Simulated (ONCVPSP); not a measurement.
**Which change was made? (In, ONCV)**

| Quantity | Value |
| --- | --- |
| Element | In |
| Generator | ONCVPSP 4.0.1 |
| Type | optimised norm-conserving Vanderbilt (ONCV) |
| Functional | LDA (Perdew-Zunger) |
| Relativity | fully relativistic |
| Frozen core | [Ar] 3d10 |
| Valence charge | 21 |
| Reference configuration | 4s2 4p6 4d10 5s1.5 5p1.5 |
| Partial waves | 4s+5s: rc 1.60 bohr, ncon 4, nbas 8, qcut 6.7 1/bohr, 2 projectors; 4p+5p: rc 1.85 bohr, ncon 3, nbas 8, qcut 6.7 1/bohr, 2 projectors; 4d: rc 1.65 bohr, ncon 4, nbas 8, qcut 7.4 1/bohr, 2 projectors, debl 2.8 Ha |
| Local potential | polynomial inside 1.20 bohr (lpopt 5, dvloc0 0 Ha) |
| Core correction | polynomial model core, fcfact 0.35 |

Open shells are filled in proportion to 2j + 1.

Cutoffs, loose and tight: the cutoffs (Ha) at which the residual kinetic energy of the hardest occupied pseudo-wave falls to 1 and 0.1 mHa per electron. They do not see the model core or the augmentation charge, which bear on the density cutoff. Test errors are all-electron minus pseudo excitation energies from the reference, over the configurations 4s2 4p6 4d10 5s2 5p1; 4s2 4p6 4d10 5s2 5p0; 4s2 4p6 4d10 5s1 5p0; 4s2 4p6 4d10 5s1 5p2; variants that change the core or the reference have their own tests.

The base gives: outcome: generated; cutoff, loose: 27 Ha; cutoff, tight: 75 Ha; bound ghosts: none; GHOST(+) flags above zero: none; largest test error (meV): -0.5.

Task: After one change the result is: outcome: generated; cutoff, loose: 51 Ha; cutoff, tight: 87 Ha; bound ghosts: none; GHOST(+) flags above zero: none; largest test error (meV): -0.6. Which change was it?
A. d: qcut 6.7
B. d: qcut 5.5
C. d: qcut 10.9

Result: A. The others give: d: qcut 5.5 → outcome: generated; cutoff, loose: 86 Ha; cutoff, tight: 108 Ha; bound ghosts: none; GHOST(+) flags above zero: none; largest test error (meV): -0.5 | d: qcut 10.9 → outcome: generated; cutoff, loose: 37 Ha; cutoff, tight: 43 Ha; bound ghosts: none; GHOST(+) flags above zero: none; largest test error (meV): -0.5.
